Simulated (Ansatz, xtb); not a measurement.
# CHGeS: which of two structures lies lower

We compare a, `[CH]1=[Ge][S]1`, a doublet, with b, a doublet given by its coordinates. Both are isolated molecules in the gas phase, relaxed with B3LYP-D3(BJ)/def2-SVP.

a (Å):

```xyz
4

C    -0.3416   -0.4540    0.8802
Ge    1.1714    0.5860    0.5448
S    -1.1223    0.5323   -0.3010
H    -0.8199   -1.2743    1.4234
```

b (Å):

```xyz
4

C    -0.8095   -0.3503   -0.7526
Ge   -1.2498   -1.8104   -1.8901
S    -0.6427    0.9426    0.0944
H     0.0623   -2.5556   -1.3661
```

Close contacts (Å): C1–Ge2 1.90, C1–S3 1.55, Ge2–H4 1.60.

Q: Estimate which is lower in electronic energy at CCSD(T)/def2-SVP, and by roughly how much.

A: The CCSD(T)/def2-SVP calculation puts structure a lower, by 0.739 eV.

How the difference moves with the method:

```
                level               geometry  E(b) − E(a) (eV)  departure from the last row (eV)  job, with rough time for the two
             GFN2-xTB               GFN2-xTB              +1.155                            +0.416              optimisation, 0.15 s
            HF/STO-3G               GFN2-xTB              +1.136                            +0.397               single point, 2.3 s
   r2SCAN-D4/def2-SVP               GFN2-xTB              +0.712                            −0.027               single point, 7.2 s
B3LYP-D3(BJ)/def2-SVP  B3LYP-D3(BJ)/def2-SVP              +0.764                            +0.025                optimisation, 58 s
          HF/def2-SVP  B3LYP-D3(BJ)/def2-SVP              +0.793                            +0.054           part of the CCSD(T) run
         MP2/def2-SVP  B3LYP-D3(BJ)/def2-SVP              +0.791                            +0.052           part of the CCSD(T) run
     CCSD(T)/def2-SVP  B3LYP-D3(BJ)/def2-SVP              +0.739                                                  single point, 17 s
```

The levels shown agree on the order. The largest departure from CCSD(T)/def2-SVP is that of GFN2-xTB, 0.416 eV. MP2 in a larger basis moves the difference by +0.174 eV, a step that isn't added because spin contamination makes open-shell MP2 unreliable in this search.

With harmonic frequencies from B3LYP-D3(BJ)/def2-SVP (ideal gas, rigid rotor, one conformer each, 298.15 K, 1 atm): the zero-point term adds −0.118 eV; ΔH is +0.639 and ΔG +0.618 eV.

Open shells are spin-unrestricted, with notable spin contamination under HF/STO-3G. The correlated steps freeze 15 core orbitals; the filled d shell of Ge is correlated, in a basis made for valence electrons. Codes used: Ansatz 0.2.0, xtb 6.7.1; the last row on 1 thread of Arm Neoverse V1 on a shared host.
